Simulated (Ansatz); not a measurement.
`C[N](C)[Ga]([Cl])[Cl]` + H₂Se → `[Cl][Ga]([Cl])[SeH]` + `CNC` at 298.15 K and 1 bar (ligand exchange at a Ga–N bond).

Isolated molecules relaxed with PBE0-D4/def2-TZVP in Ansatz; ΔE leaves out vibrations. CBS: MP2 limit from def2 TZ/QZ plus the TZ coupled-cluster correction, frozen cores. For Ga, Se outer-core shells are correlated without core-valence functions, which leaves a few kJ/mol of doubt a bond. Scalar relativity is left out up to krypton. Each species was taken in one conformer, which may not be the lowest.

| species | CCSD(T)/CBS energy (Eh) | H − E (kJ/mol) | S (J/(mol·K)) |
| --- | --- | --- | --- |
| `C[N](C)[Ga]([Cl])[Cl]` | -2978.03927 | 249.3 | 397.1 |
| H₂Se | -2401.89790 | 45.8 | 219.1 |
| `[Cl][Ga]([Cl])[SeH]` | -5244.95427 | 48.6 | 363.6 |
| `CNC` | -135.00321 | 256.9 | 271.4 |

H − E and S are ideal-gas, rigid-rotor, harmonic terms from PBE0-D4/def2-TZVP, for one conformer and one mirror image of each species. 1 Eh = 2625.50 kJ/mol, R = 8.31446 J/(mol·K).

Task: By hand: ΔE, ΔH, ΔS and ΔG.

Result: ΔE = (-5244.95427) + (-135.00321) − (-2978.03927) − (-2401.89790) = -0.02031 Eh = -53.3 kJ/mol. Δ(H − E) = 48.6 + 256.9 − 249.3 − 45.8 = 10.4, so ΔH = -42.9 kJ/mol. ΔS = 363.6 + 271.4 − 397.1 − 219.1 = 18.8 J/(mol·K). ΔG = -42.9 − 298.15 × (18.8)/1000 = -48.5 kJ/mol.

Task: By hand: the equilibrium constant, and the temperature at which ΔG would vanish if ΔH and ΔS stayed fixed.

Result: log₁₀ K = −ΔG/(RT ln 10) = 8.5. ΔH and −TΔS have one sign here, so there is no such temperature.

ΔH outweighs TΔS. A doubt of 5 kJ/mol in ΔE shifts log₁₀ K by 0.9 here. Other conformers and mirror images would add mixing entropy, several J/(mol·K) or more a flexible species. These are equilibria of isolated gas molecules and say nothing of rates. Largest T1 diagnostic: 0.012 (customary marks: 0.02 for closed shells, 0.045 for open ones).
